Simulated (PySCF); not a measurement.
2-fluoro-2-methylpropane (C4H9F), SMILES C(C)(C)(F)C.

Geometry optimised at PBE-D3(BJ)/def2-SVP.

Two levels are set side by side: PBE/def2-TZVP (PySCF) and CAM-B3LYP/def2-TZVP (PySCF). Same geometry, gas phase. Differences are taken from unrounded values.

```
quantity                     CAM-B3LYP    PBE  PBE minus CAM-B3LYP
---------------------------  ---------  -----  -------------------
orbital gap (eV)                 12.34   7.71                -4.62
highest occupied level (eV)     -10.60  -7.50                 3.10
lowest empty level (eV)           1.73   0.21                -1.52
dipole moment (D)                 1.97   1.79                -0.17
mean polarisability (bohr³)       51.4   53.6                  2.2
```

Without exact exchange PBE keeps part of each electron's self-repulsion, which lifts occupied levels and narrows the gap. Loosely held outer electrons make PBE densities more polarisable. Differences between two approximate levels are no errors against the true value.

Rough cost on one machine, each run with all the roots and properties that it gave: CAM-B3LYP against PBE within a factor of 2.
